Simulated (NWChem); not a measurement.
Total energies of Sb (+1)

```
Sb
```
Charge +1, spin multiplicity 3.

The numbers come from NWChem runs, not from measurements.

Basis set: def2-SVP (26 functions).

```json
[
 {"method": "UHF", "total energy (Ha)": "-238.95749"},
 {"method": "UMP2", "total energy (Ha)": "-239.01042"},
 {"method": "UB2PLYP", "total energy (Ha)": "-239.60964"},
 {"method": "UPBE", "total energy (Ha)": "-239.87242"},
 {"method": "UB3LYP", "total energy (Ha)": "-239.95983"},
 {"method": "UCAM-B3LYP", "total energy (Ha)": "-239.86733"}
]
```

Total energies of different functionals aren't comparable as a measure of quality: only differences taken within one method are. 

Effective core potentials replace the inner electrons of Sb; spin-orbit coupling is left out. The correlated methods keep 4 core orbitals frozen. B3LYP has NWChem's definition, with VWN1-RPA local correlation. No SCF solution was tested for a lower state. Open-shell Hartree-Fock references start from PBE0 orbitals.
